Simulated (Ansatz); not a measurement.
`CO[CH2][AlH2]` + acetylene → `C#CCOC` + `[AlH3]` at 298.15 K and 1 bar (formal exchange of groups at a C–Al bond).

Gas-phase electronic energies from Ansatz, PBE0-D4/def2-TZVP geometries. CCSD(T)/CBS is the MP2 limit (def2-TZVPP, def2-QZVPP) plus CCSD(T) − MP2 in def2-TZVPP, frozen cores. This one scheme is used for every species. Each species was taken in one conformer, which may not be the lowest.

```
        species  CCSD(T)/CBS energy (Eh)  H − E (kJ/mol)  S (J/(mol·K))
`CO[CH2][AlH2]`               -397.45414           234.7          331.0
          `C#C`                -77.22717            80.8          200.2
       `C#CCOC`               -230.89724           252.9          316.6
       `[AlH3]`               -243.78045            58.9          207.5
```

H − E and S are ideal-gas, rigid-rotor, harmonic terms from PBE0-D4/def2-TZVP, for one conformer and one mirror image of each species. 1 Eh = 2625.50 kJ/mol, R = 8.31446 J/(mol·K).

By hand: ΔE, ΔH, ΔS and ΔG.

ΔE = (-230.89724) + (-243.78045) − (-397.45414) − (-77.22717) = 0.00362 Eh = 9.5 kJ/mol. Δ(H − E) = 252.9 + 58.9 − 234.7 − 80.8 = -3.7, so ΔH = 5.8 kJ/mol. ΔS = 316.6 + 207.5 − 331.0 − 200.2 = -7.1 J/(mol·K). ΔG = 5.8 − 298.15 × (-7.1)/1000 = 7.9 kJ/mol.

By hand: the equilibrium constant, and the temperature at which ΔG would vanish if ΔH and ΔS stayed fixed.

log₁₀ K = −ΔG/(RT ln 10) = -1.4. ΔH and −TΔS have one sign here, so there is no such temperature. One of them is within its doubt of zero, so this could turn.

TΔS isn't small against ΔH here. A doubt of 5 kJ/mol in ΔE shifts log₁₀ K by 0.9 here. Other conformers and mirror images would add mixing entropy, several J/(mol·K) or more a flexible species. These are equilibria of isolated gas molecules and say nothing of rates. Largest T1 diagnostic: 0.013 (customary marks: 0.02 for closed shells, 0.045 for open ones).
